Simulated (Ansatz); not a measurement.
C5H11NSi, SMILES `C=CCN([SiH3])C=C`, relaxed with RKS PBE0-D4/def2-TZVP in Ansatz 0.2.0 from a PBE-D4/def2-SVP geometry. The force threshold is 0.005 eV/Å; the program also tests the step.

The species carries charge 0 and has multiplicity 1.

Start:

```xyz
18

C    -0.331    0.976   -2.561
C     0.110    0.060   -1.684
C     0.797    0.377   -0.378
N     0.261   -0.363    0.766
Si    1.218   -1.693    1.422
C    -0.950    0.048    1.327
C    -1.736    1.079    0.940
H    -0.236    2.056   -2.358
H    -0.803    0.686   -3.513
H    -0.009   -1.017   -1.905
H     1.879    0.122   -0.473
H     0.757    1.472   -0.176
H     0.382   -2.377    2.463
H     1.586   -2.658    0.325
H     2.505   -1.203    2.038
H    -1.255   -0.566    2.193
H    -2.657    1.286    1.502
H    -1.516    1.715    0.072
```

By how much does the energy fall, and how many steps does the optimiser take? (Best estimate.)

Ansatz gave: 9.94 kJ/mol, in 25 steps, 2 of them rejected.

Which bonds change most? (An estimate is asked.)

Computed: N4–Si5 from 1.765 to 1.732 Å; Si5–H15 from 1.509 to 1.487 Å; C6–C7 from 1.354 to 1.334 Å; C1–C2 from 1.342 to 1.323 Å.

Give the relaxed structure. (Estimate.)

Computed: 
```xyz
18

C    -0.251    0.989   -2.525
C     0.153    0.097   -1.635
C     0.797    0.437   -0.325
N     0.282   -0.318    0.804
Si    1.178   -1.687    1.373
C    -0.953    0.027    1.323
C    -1.778    0.983    0.894
H    -0.167    2.055   -2.335
H    -0.681    0.692   -3.474
H     0.045   -0.966   -1.843
H     1.873    0.233   -0.398
H     0.696    1.511   -0.123
H     0.572   -2.115    2.657
H     1.154   -2.829    0.415
H     2.600   -1.291    1.553
H    -1.233   -0.565    2.190
H    -2.700    1.161    1.430
H    -1.583    1.586    0.018
```
